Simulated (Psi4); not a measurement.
H2Cl2OSn, singlet, geometry from GFN2-xTB (such geometries of metal compounds can be far from the true shape) (core potentials on Sn).

Psi4 was given this input:
```
memory 2 GB

molecule mol {
0 1
  Sn   -0.101121   -0.143119    0.381440
  O    -1.747419   -0.993526   -0.239746
  Cl   -0.278370    2.056116   -0.254771
  Cl    1.540676   -1.120144   -0.845753
  H     0.030975   -0.400635    2.061384
  H    -2.454799   -0.406736   -0.506522
}

set basis def2-svpd
set reference rks

energy('pbe0')
print_variables()
```

Predict the total energy from PBE0/def2-SVPD (Psi4).

-1210.5104 Eh

Estimate the number of basis functions that PBE0/def2-SVPD returns for this input.

125

Estimate the dipole moment that PBE0/def2-SVPD returns for this input.

1.98 D
